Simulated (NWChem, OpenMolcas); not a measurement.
**How basis sets differ on C2H5InO (SMILES C[C](=O)[InH2])**

C2H5InO has 9 atoms, charge 0, and is taken as a singlet. As SMILES, `C[C](=O)[InH2]`. The coordinates come from a PBE0-D4/def2-TZVP relaxation.

Quantity: the dipole moment, in D. The values are calculated.

```json
{"level": "HF/ANO-R0 (sfX2C)", "kind": "Hartree–Fock", "program": "OpenMolcas", "value (D)": "2.62"}
{"level": "HF/ANO-RCC-MB (DKH2)", "kind": "Hartree–Fock", "program": "OpenMolcas", "value (D)": "2.89"}
{"level": "HF/STO-3G", "kind": "Hartree–Fock", "program": "OpenMolcas", "value (D)": "2.19"}
{"level": "HF/3-21G", "kind": "Hartree–Fock", "program": "OpenMolcas", "value (D)": "3.06"}
{"level": "HF/def2-SVP (core potential)", "kind": "Hartree–Fock", "program": "NWChem", "value (D)": "3.07"}
```

All-electron rows without a relativistic Hamiltonian named are non-relativistic, while core potentials hold scalar relativity, so basis and relativity change together. The values span 2.19 to 3.07 D. Magnitudes only. Sets without polarisation functions give poor dipoles.
